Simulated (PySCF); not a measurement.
C₄H₆N₂O₂Si.
SMILES with atom numbers: `[O:1]=[CH:2][O:3][c:4]1[cH:5][n:6][cH:7][n:8]1[SiH3:9]`

Cartesian coordinates in Å at the PBE0-D3(BJ)/def2-SVP level; atoms count from 1:
```xyz
15
C4H6N2O2Si angstrom
O      0.7810   -2.7535   -0.3652
C      1.7800   -2.0925   -0.2657
O      1.8390   -0.7718   -0.3085
C      0.7604    0.0321   -0.5480
C      0.8537    1.3595   -0.8732
N     -0.3993    1.8836   -1.0002
C     -1.2148    0.8973   -0.7516
N     -0.5780   -0.2951   -0.4608
Si    -1.5463   -1.7862   -0.1279
H      2.7947   -2.5048   -0.1172
H      1.7636    1.9413   -1.0108
H     -2.3028    0.9601   -0.7609
H     -1.2189   -2.3899    1.1865
H     -1.5976   -2.7327   -1.2669
H     -2.8989   -1.1584   -0.0092
```

NICS is the negative of the GIAO shielding at a point without a nucleus: at the ring centre (0) and 1 Å above and below it (1); zz is the component along the ring normal. Level: GIAO KT3/pcSseg-1 (PySCF, non-relativistic, gas phase) on the PBE0-D3(BJ)/def2-SVP geometry, one conformer.

Ring bond lengths (Å): C4–C5 1.370, C5–N6 1.364, N6–C7 1.304, C7–N8 1.383, N8–C4 1.381.

Q: Give the NICS values of each ring in ppm.

A: 
```csv
ring,type,NICS(0),"NICS(1), two faces","NICS(1)zz, two faces",rms pucker (Å),"centre to ring atoms, mean (Å)"
C4–C5–N6–C7–N8,5-membered ring with 2 N; formal bonds all aromatic,-13.1,-10.1 / -9.9,-26.6 / -26.0,0.00,1.16
```

Q: What can be read from them?

A: 
- C4–C5–N6–C7–N8: mean NICS(1)zz -26.3 ppm, shielded, aromatic by this magnetic criterion (flat ring, no four-coordinate atom).

Q: How equal are the bonds by HOMA? HOMA = 1 − mean of α(R − Ropt)² over the ring bonds, with Krygowski's 1993 parameters (CC: Ropt 1.388 Å, α 257.7 Å⁻²; CN: Ropt 1.334 Å, α 93.52 Å⁻²).

A: 
- C4–C5–N6–C7–N8: HOMA 0.86; the largest term is that of C7–N8, α(R − Ropt)² = 0.22. The geometric and the magnetic index point the same way.

Q: At the first NICS(1) probe listed for ring C4–C5–N6–C7–N8, 1 Å off the ring, what do the in-plane components average?

A: The isotropic value is a third of the trace: (3 × -10.1 − (-26.6))/2 = -1.8 ppm.

Q: How shielded are the nuclei of the rings and their hydrogens (means over atoms taken as equivalent)?

A: 
```
atoms                          environment  σ isotropic (ppm)  principal values of the symmetric part, first atom (ppm)
   C4       aromatic carbon bearing oxygen               44.2                                         -14.3, 57.8, 89.2
   C5  aromatic CH next to a ring nitrogen               69.2                                         21.7, 63.9, 122.0
   N6               pyridine-type nitrogen              -16.4                                      -218.0, -77.6, 246.5
   C7  aromatic CH next to a ring nitrogen               51.5                                         -18.1, 76.6, 95.9
   N8                pyrrole-type nitrogen               96.2                                         10.2, 89.3, 189.2
  H11                    aromatic hydrogen              24.46                                          21.5, 24.8, 27.1
  H12                    aromatic hydrogen              24.26                                          19.7, 25.8, 27.3
```

Q: How do the values depend on the level or the medium?

A: 
```json
{"level": "KT3/pcSseg-1, gas", "NICS(0), C4–C5–N6–C7–N8": "-13.1", "mean NICS(1)zz, C4–C5–N6–C7–N8": "-26.3"}
{"level": "PBE0/pcSseg-1, gas", "NICS(0), C4–C5–N6–C7–N8": "-12.8", "mean NICS(1)zz, C4–C5–N6–C7–N8": "-27.0"}
```

The geometry is the same throughout.

Hardware: Arm Neoverse N1, one thread, no GPU, on a shared host. Cost: 68 s of wall time, 1.1 GiB resident at most. This is the whole shielding run at KT3/pcSseg-1, SCF included.
